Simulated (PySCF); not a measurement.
Excitations are Tamm–Dancoff values on a coarser integration grid. The basis has no diffuse functions, so Rydberg states are missing or too high.

Z-matrix (Å, degrees):
```
C
C 1 1.3502
H 1 1.0866 2 118.47
H 2 1.0888 1 118.44 3 178.33
C 1 1.4552 3 114.41 2 -179.75
C 5 1.3458 1 118.56 3 -5.50
H 6 1.0805 5 120.00 1 -1.48
N 5 1.3816 6 123.85 7 175.34
H 8 1.0066 5 115.25 6 16.41
H 8 1.0069 9 112.56 5 -135.00
H 6 1.0837 7 117.77 5 178.27
B 2 1.5245 4 121.03 10 -161.53
H 12 1.1972 2 121.83 4 1.37
H 12 1.1993 13 119.24 2 -179.87
```
Charge 0, spin multiplicity 1.

Q: What brightest of the four lowest singlets (TDA), HOMO and T1 excitation (TDA) does PBE0-D4/def2-TZVP run with PySCF 2.14.0 give?

A: 
brightest of the four lowest singlets (TDA): 5.60 eV
HOMO: -6.47 eV
T1 excitation (TDA): 2.33 eV
